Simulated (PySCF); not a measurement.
Computed Raman spectrum (relative Raman activity) of a molecule C₂H₆ClFSi. Geometry: PBE-D3(BJ)/def2-SVP. One conformer was computed; it need not be the lowest. Computed with PySCF 2.14.0 with PBE-D3(BJ)/def2-SVP. Frequencies are harmonic and unscaled.

Lines under 2 % of the strongest are left out, and lines within 2 cm⁻¹ are merged.

ν (cm⁻¹): 490 (vw), 506 (vw), 596 (w), 640 (w), 769 (vw), 879 (vw), 910 (w), 916 (w), 1058 (vw), 1160 (vw), 1195 (w), 1321 (vw), 1362 (w), 2166 (vs), 2187 (s), 2197 (m), 2987 (s), 3012 (vs), 3054 (m) (against the strongest line: vs over 80 %, s over 45 %, m over 15 %, w over 4 %, vw less)

Question: Which structure fits?
(A) C[C@@H](F)[SiH2]Cl
(B) F[C@@H](Cl)C[SiH3]
(C) CC[Si@@H](F)Cl
(D) C[Si](C)(F)Cl

Answer: B, F[C@@H](Cl)C[SiH3]
